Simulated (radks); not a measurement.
Task: The mean radii <r> (bohr) of the occupied orbitals of an atom or ion are listed with their occupations. All-electron calculation, non-relativistic Kohn-Sham, LB94 model potential, spin-unpolarised, spherical densities, point nucleus. Program: a radial shooting solver on a logarithmic mesh with Libxc functionals.

| orbital | occ. | <r> |
|---|---|---|
| 1s | 2 | 0.1111 |
| 2s | 2 | 0.5683 |
| 2p | 6 | 0.5307 |

Name the element and its charge.

Result: Z = 14, silicon, charge +4: Si4+ in [Ne]. The 1s radius gives Z: for a bare nucleus <r> = 1.5/Z, 0.1071 bohr for Z = 14, and screening makes it slightly larger (0.1111 here). The occupations add up to 10, and the charge is Z minus that.
